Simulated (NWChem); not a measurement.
System: HSe anion

Here is an NWChem input.

```
start job
memory heap 200 mb stack 900 mb global 1100 mb
charge -1
geometry units angstroms noautoz
  Se     0.000000     0.000000    -0.093294
  H      0.000000     0.000000     1.389878
end
basis spherical
  Se library aug-cc-pvdz
  H library aug-cc-pvdz
end
dft
  xc hfexch
  iterations 150
  mulliken
end
task dft energy
```

Parts of the log:

```
             Northwest Computational Chemistry Package (NWChem) 7.3.0
             --------------------------------------------------------

 ORDER OF PRIMARY AXIS IS BEING SET TO 4
 C4V symmetry detected

                             Geometry "geometry" -> ""
                             -------------------------

 Output coordinates in angstroms (scale by  1.889725989 to convert to a.u.)

  No.       Tag          Charge          X              Y              Z
 ---- ---------------- ---------- -------------- -------------- --------------
    1 Se                  34.0000     0.00000000     0.00000000    -0.04237634
    2 H                    1.0000     0.00000000     0.00000000     1.44079566

 Effective nuclear repulsion energy (a.u.)      12.1307754367

      Symmetry information
      --------------------

 Group name             C4v
 Group number             18
 Group order               8
 No. of unique centers     2

  xc_inp: hfexch multiplicative factor not found.

                                 NWChem DFT Module
                                 -----------------

 Summary of "ao basis" -> "ao basis" (spherical)
 ------------------------------------------------------------------------------
       Tag                 Description            Shells   Functions and Types
 ---------------- ------------------------------  ------  ---------------------
 Se                       aug-cc-pvdz               14       36   6s5p3d
 H                        aug-cc-pvdz                5        9   3s2p

      Symmetry analysis of basis
      --------------------------

        a1         19
        a2          0
        b1          3
        b2          3
        e          20

            General Information
            -------------------
          SCF calculation type: DFT
          Wavefunction type:  closed shell.
          No. of atoms     :     2
          No. of electrons :    36
           Alpha electrons :    18
            Beta electrons :    18
          Charge           :    -1
          Spin multiplicity:     1
          Use of symmetry is: on ; symmetry adaption is: on
          Maximum number of iterations: 150
          AO basis - number of functions:    45
                     number of shells:    19
          Convergence on energy requested:  1.00D-06
          Convergence on density requested:  1.00D-05
          Convergence on gradient requested:  5.00D-04

              XC Information
              --------------
                     Hartree-Fock (Exact) Exchange  1.000

      Superposition of Atomic Density Guess
      -------------------------------------

 Sum of atomic energies:       -2400.28062095

 Renormalizing density from      35.00 to     36

      Non-variational initial energy
      ------------------------------

 Total energy =   -2441.080148
 1-e energy   =   -3463.036827
 2-e energy   =    1009.825904
 HOMO         =       0.141940
 LUMO         =       0.183390

      Symmetry analysis of molecular orbitals - initial
      -------------------------------------------------

 !! scf_movecs_sym_adapt:    6 vectors were symmetry contaminated

  Symmetry fudging

 !! scf_movecs_sym_adapt:    6 vectors were symmetry contaminated

  Numbering of irreducible representations:

     1 a1          2 a2          3 b1          4 b2          5 e

  Orbital symmetries:

     1 a1          2 a1          3 a1          4 e           5 e
     6 a1          7 a1          8 e           9 e          10 a1
    11 e          12 e          13 b1         14 b2         15 a1
    16 a1         17 e          18 e          19 a1         20 a1
    21 e          22 e          23 a1         24 a1         25 e
    26 e          27 b1         28 b2

     ---------------------------------------------
      Total Density - Mulliken Population Analysis
     ---------------------------------------------

    Atom       Charge   Shell Charges
 -----------   ------   -------------------------------------------------------
    1 Se  34    35.03   2.00  2.00  2.08  0.53  1.23  0.16  6.00  6.05  0.99  2.21  1.77  9.73  0.30 -0.01
    2 H    1     0.97   0.64  0.28  0.01  0.02  0.03

 !! scf_movecs_sym_adapt:    6 vectors were symmetry contaminated

  Symmetry fudging

 !! scf_movecs_sym_adapt:    4 vectors were symmetry contaminated

   convergence    iter        energy       DeltaE   RMS-Dens  Diis-err
 ---------------- ----- ----------------- --------- --------- ---------
 d= 0,ls=0.0,diis     1  -2399.7877744714 -2.41D+03  4.83D-02  8.61D+00

 !! scf_movecs_sym_adapt:    6 vectors were symmetry contaminated

  Symmetry fudging

 !! scf_movecs_sym_adapt:    6 vectors were symmetry contaminated

 d= 0,ls=0.0,diis     2  -2400.3013118597 -5.14D-01  1.91D-02  1.02D+00

 !! scf_movecs_sym_adapt:    6 vectors were symmetry contaminated

  Symmetry fudging

 !! scf_movecs_sym_adapt:    4 vectors were symmetry contaminated

 d= 0,ls=0.0,diis     3  -2400.4256044135 -1.24D-01  2.25D-03  5.73D-03

 !! scf_movecs_sym_adapt:    6 vectors were symmetry contaminated

  Symmetry fudging

 !! scf_movecs_sym_adapt:    4 vectors were symmetry contaminated

 d= 0,ls=0.0,diis     4  -2400.4268687945 -1.26D-03  6.41D-04  3.26D-04

 !! scf_movecs_sym_adapt:    6 vectors were symmetry contaminated

  Symmetry fudging

 !! scf_movecs_sym_adapt:    2 vectors were symmetry contaminated

 d= 0,ls=0.0,diis     5  -2400.4269788854 -1.10D-04  3.50D-04  3.28D-05

 !! scf_movecs_sym_adapt:    6 vectors were symmetry contaminated

  Symmetry fudging

 !! scf_movecs_sym_adapt:    2 vectors were symmetry contaminated

  Resetting Diis
 d= 0,ls=0.0,diis     6  -2400.4269975460 -1.87D-05  8.95D-05  1.77D-06

 !! scf_movecs_sym_adapt:    6 vectors were symmetry contaminated

  Symmetry fudging

 !! scf_movecs_sym_adapt:    2 vectors were symmetry contaminated

 d= 0,ls=0.0,diis     7  -2400.4269987184 -1.17D-06  9.54D-06  4.61D-08

 !! scf_movecs_sym_adapt:    6 vectors were symmetry contaminated

  Symmetry fudging

 !! scf_movecs_sym_adapt:    4 vectors were symmetry contaminated

 d= 0,ls=0.0,diis     8  -2400.4269987350 -1.67D-08  4.42D-06  6.17D-09

         Total DFT energy =    -2400.426998735012
      One electron energy =    -3377.763640504010
           Coulomb energy =     1051.181992169126
    Exchange-Corr. energy =      -85.976125836821
 Nuclear repulsion energy =       12.130775436692

 Numeric. integr. density =        0.000000000000

                  Occupations of the irreducible representations
                  ----------------------------------------------

                     irrep           alpha         beta
                     --------     --------     --------
                     a1                8.0          8.0
                     a2                0.0          0.0
                     b1                1.0          1.0
                     b2                1.0          1.0
                     e                 8.0          8.0

                       DFT Final Molecular Orbital Analysis
                       ------------------------------------

 Vector   16  Occ=2.000000D+00  E=-2.458344D-01  Symmetry=a1
              MO Center=  1.0D-17, -3.1D-17,  3.3D-01, r^2= 2.0D+00
   Bfn.  Coefficient  Atom+Function         Bfn.  Coefficient  Atom+Function
  ----- ------------  ---------------      ----- ------------  ---------------
    37      0.362205  2 H  s                 15      0.357334  1 Se pz
     5     -0.298244  1 Se s                 38      0.285248  2 H  s
    18      0.245092  1 Se pz                 4     -0.180367  1 Se s
     6     -0.131265  1 Se s                 29      0.049797  1 Se d  0
    39      0.045882  2 H  s                 24     -0.039541  1 Se d  0

 Vector   17  Occ=2.000000D+00  E=-9.046412D-02  Symmetry=e
              MO Center= -5.9D-16,  1.4D-15, -1.2D-02, r^2= 2.3D+00
   Bfn.  Coefficient  Atom+Function         Bfn.  Coefficient  Atom+Function
  ----- ------------  ---------------      ----- ------------  ---------------
    17      0.511212  1 Se py                14      0.459535  1 Se py
    20      0.177994  1 Se py                16     -0.057163  1 Se px
    13     -0.051384  1 Se px                44      0.028801  2 H  py

 Vector   18  Occ=2.000000D+00  E=-9.046412D-02  Symmetry=e
              MO Center=  5.8D-16, -3.7D-15, -1.2D-02, r^2= 2.3D+00
   Bfn.  Coefficient  Atom+Function         Bfn.  Coefficient  Atom+Function
  ----- ------------  ---------------      ----- ------------  ---------------
    16      0.511212  1 Se px                13      0.459535  1 Se px
    19      0.177994  1 Se px                17      0.057163  1 Se py
    14      0.051384  1 Se py                43      0.028801  2 H  px

 Vector   19  Occ=0.000000D+00  E= 1.752924D-01  Symmetry=a1
              MO Center= -3.6D-16, -2.8D-16,  1.8D+00, r^2= 1.5D+01
   Bfn.  Coefficient  Atom+Function         Bfn.  Coefficient  Atom+Function
  ----- ------------  ---------------      ----- ------------  ---------------
    39     -2.923409  2 H  s                  6      2.680074  1 Se s
    21      1.082180  1 Se pz                38     -1.049639  2 H  s
    18      0.624748  1 Se pz                45      0.450840  2 H  pz
    34      0.264544  1 Se d  0               5      0.200811  1 Se s
     4      0.093274  1 Se s                 15      0.037672  1 Se pz

 Vector   20  Occ=0.000000D+00  E= 2.537108D-01  Symmetry=a1
              MO Center=  2.7D-17,  2.0D-17, -1.2D+00, r^2= 1.1D+01
   Bfn.  Coefficient  Atom+Function         Bfn.  Coefficient  Atom+Function
  ----- ------------  ---------------      ----- ------------  ---------------
    21      1.523680  1 Se pz                38     -0.645861  2 H  s
     6      0.439332  1 Se s                 39     -0.425961  2 H  s
    18     -0.269094  1 Se pz                 5      0.247508  1 Se s
    34      0.119329  1 Se d  0              37     -0.058551  2 H  s
    45     -0.050364  2 H  pz                29     -0.047085  1 Se d  0

 Vector   21  Occ=0.000000D+00  E= 2.756297D-01  Symmetry=e
              MO Center= -2.3D-15,  1.8D-16, -6.8D-02, r^2= 1.2D+01
   Bfn.  Coefficient  Atom+Function         Bfn.  Coefficient  Atom+Function
  ----- ------------  ---------------      ----- ------------  ---------------
    19      1.261038  1 Se px                16     -0.668557  1 Se px
    13     -0.115032  1 Se px                43     -0.097491  2 H  px
    35     -0.049382  1 Se d  1              10      0.034683  1 Se px

     ---------------------------------------------
      Total Density - Mulliken Population Analysis
     ---------------------------------------------

    Atom       Charge   Shell Charges
 -----------   ------   -------------------------------------------------------
    1 Se  34    34.85   2.00  2.00  2.02  0.94  0.88  0.09  6.00  6.00  2.09  2.35  0.46  9.97  0.05  0.00
    2 H    1     1.15   0.69  0.36  0.01  0.03  0.06

     -------------------------------------------
      Total Density - Lowdin Population Analysis
     -------------------------------------------

    Atom       Charge   Shell Charges
 -----------   ------   -------------------------------------------------------
    1 Se  34    34.50   2.00  1.99  1.76  0.95  0.67  0.21  6.00  5.91  2.07  2.27  0.60  9.80  0.23  0.05
    2 H    1     1.50   0.56  0.34  0.06  0.05  0.48

     Multipole analysis of the density
     ---------------------------------

     L   x y z        total         alpha         beta         nuclear
     -   - - -        -----         -----         ----         -------
     0   0 0 0     -1.000000    -18.000000    -18.000000     35.000000

     1   1 0 0      0.000000      0.000000      0.000000      0.000000
     1   0 1 0     -0.000000     -0.000000     -0.000000      0.000000
     1   0 0 1      0.098800      0.049400      0.049400     -0.000000

     2   2 0 0    -20.880994    -10.440497    -10.440497      0.000000
     2   1 1 0      0.000000      0.000000      0.000000      0.000000
     2   1 0 1      0.000000      0.000000      0.000000      0.000000
     2   0 2 0    -20.880994    -10.440497    -10.440497      0.000000
     2   0 1 1     -0.000000     -0.000000     -0.000000      0.000000
     2   0 0 2    -17.236270    -12.433724    -12.433724      7.631178
```

Level: Hartree-Fock/aug-cc-pVDZ. All runs use the structure optimised with B3LYP/def2-SVPD.
